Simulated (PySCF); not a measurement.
CH8FNSi2, SMILES CN([SiH3])[SiH2]F. Heavy atoms are numbered as in [SiH3:1][N:2]([CH3:3])[SiH2:4][F:5]. Hydrogens are named by the atom that carries them.

The structure is a stationary point at B3LYP-D3(BJ)/def2-SVP. The structure was generated by enumeration, and PubChem lists no compound with its InChIKey, so it may never have been made. Other conformers were not sampled.

These are PBE/pcSseg-1 (PySCF) values and carry that method's errors.

GIAO shieldings, no solvent; atoms alike by connectivity are averaged. δ = σ(ref) − σ: ²⁹Si against TMS (σ = 335.4 ppm); ¹⁵N against NH3 (σ = 267.0 ppm); ¹³C against TMS (σ = 182.0 ppm); ¹⁹F against CFCl3 (σ = 133.6 ppm); ¹H against TMS (σ = 31.49 ppm), references at their B3LYP-D3(BJ)/def2-TZVP geometries, non-relativistic.

```tsv
atoms	nucleus	count	δ (ppm)
Si4 (SiH2)	²⁹Si	1	-7.9
Si1 (SiH3)	²⁹Si	1	-44.7
N2	¹⁵N	1	___
C3 (CH3)	¹³C	1	40.7
F5	¹⁹F	1	___
H on Si4	¹H	2	___
H on Si1	¹H	3	5.09
H on C3	¹H	3	___
```

Question: Complete the blanks. (The exact figures need the calculation; the answer reports its results.)

Answer: 
- N2, δ (ppm): 52.7
- F5, δ (ppm): -183.2
- H on Si4, δ (ppm): 5.31
- H on C3, δ (ppm): 3.22
